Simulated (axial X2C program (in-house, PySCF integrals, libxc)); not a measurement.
**CdC⁺: from the spin-free to the two-component result**

Calculated with an in-house all-electron X2C program for linear molecules (integrals from PySCF). Spin-free means the one-electron spin-free X2C Hamiltonian; two-component (2c) means X2C with spin–orbit coupling and atomic mean-field two-electron Coulomb and Gaunt terms, so the difference of the two also holds small scalar two-electron terms. Basis: Cd dyall-cv3z [12s12p8d5f3g], C dyall-v3z [7s6p2d1f] (cores contracted in-house); Gaussian nuclei, density fitting, unrestricted open shells. Masses: Cd 113.903 u, C 12.000 u.

Spin-free state: M_S = 1/2, Λ = 1 (beyond evenly filled blocks: π+α); fragments Cd+ + C.

```
level  Re (Å)  ωe (cm⁻¹)  De (eV)  μ (D)
 PBE0   2.267      372.9    1.230  -0.14
   HF   2.618      216.6    0.340   1.09
 PW91   2.251      386.4    1.629   0.11
```

Dipoles are positive if C is the positive end and refer to the centre of mass.

(1) Within this multiplet, which Ω should lie lowest by the rule for regular and inverted multiplets?

Two-component determinant lowest at the distance of the search:

Ω = 1/2 (⟨Sz⟩ = -0.50, ⟨Lz⟩ = 1.00 at PBE0); fragments Cd+ + C.

```tsv
level	Re (Å)	ωe (cm⁻¹)	De (eV)	μ (D)
PBE0	2.264	373.6	1.237	-0.15
HF	2.617	216.6	0.343	1.09
PW91	2.247	387.1	1.638	0.11
```

(2) From the two tables, how do the constants change at the PBE0 level (2c against spin-free)?

The state is one determinant whose occupation by symmetry is held fixed; it was picked as the lowest of a PBE0 search that is not exhaustive. Dissociation energies refer to the lowest single-determinant-based atoms at the same level and basis. Density functionals use the spin component along the axis (collinear). A 2c atom that is not at its ground J level misses part of its spin–orbit lowering, and De is too large by that part (0.04 eV or less for light atoms). This holds for PBE0, PW91. PBE0 can misorder states that lie within some tenths of an eV, so this need not be the ground state of the molecule. The nearest other spin-free determinant of the search, M_S = 3/2, Λ = 0, lies 0.43 eV up at the distance of the search. The functionals have no current-density term, which raises determinants with orbital currents, atoms included. The determinant is spin-polarised beyond a pure state at some levels (its spin-free form has ⟨S²⟩ too high), which makes Re and μ there less reliable.

Answers

(1) The open π shell holds one electron, so the multiplet is regular: Ω = Λ − 1/2 = 1/2. The PBE0 2c search agrees, though Ω = 3/2 of the search lies only 0.01 eV higher.

(2) At the PBE0 level Re drops by 0.003 Å and ωe goes up by 0.7 cm⁻¹; De is not compared, since the atomic limits differ or miss part of their spin–orbit lowering.
